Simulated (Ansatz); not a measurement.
Basis-set extrapolation for `C#C[B]C` radical (PBE0-D4/def2-TZVP geometry, frozen core, Ansatz 0.2.0). Multiplicity 2, UHF reference.

|  | def2-TZVPP | def2-QZVPP |
| --- | --- | --- |
| HF | -140.559642 | -140.565625 |
| MP2 correlation | -0.532011 | -0.567012 |
| CCSD(T) correlation | -0.600549 | -0.631170 |

Energies in hartree. Use E(X) = E(∞) + A·exp(−7.88·√X) for Hartree–Fock and E(X) = E(∞) + B·X^(−2.97) for correlation, with X = 3 and 4.

Q: What is the CCSD(T) energy at the basis-set limit?

A: HF limit: -140.565625 + (-0.005983) × 0.13774 = -140.56645. Correlation limit: -0.631170 + (-0.030621) × 0.74074 = -0.65385. Total: -141.22030 hartree, 1.64 eV below CCSD(T)/def2-TZVPP.

The UHF reference is spin-contaminated (⟨S²⟩ = 0.91, T1 = 0.032).
